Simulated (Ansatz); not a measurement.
Program: Ansatz. Geometries: PBE0-D4/def2-TZVP. ΔE: electronic, gas phase. CBS: MP2 limit from def2 TZ/QZ plus the TZ coupled-cluster correction, frozen cores. Functionals use def2-TZVPP. Elements past krypton have def2 core potentials. For Sn outer-core shells are correlated without core-valence functions, which leaves a few kJ/mol of doubt a bond. One conformer a species, not always the lowest.

Consider the formal exchange of groups at the Si–Sn bond: `C[NH][SnH2][SiH3]` + `[AlH2][NH][SiH3]` → `[AlH2][NH][SiH2][SiH3]` + `C[NH][SnH3]`.

| species | ωB97X-V energy (Eh) |
| --- | --- |
| `C[NH][SnH2][SiH3]` | -601.99568 |
| `[AlH2][NH][SiH3]` | -590.25981 |
| `[AlH2][NH][SiH2][SiH3]` | -880.91799 |
| `C[NH][SnH3]` | -311.32723 |

Task: Work out ΔE.

Result: ΔE = (-880.91799) + (-311.32723) − (-601.99568) − (-590.25981) = 0.01027 Eh = +6.4 kcal/mol. CCSD(T)/CBS gives +8.0 kcal/mol.

Largest T1 diagnostic among the species: 0.013.
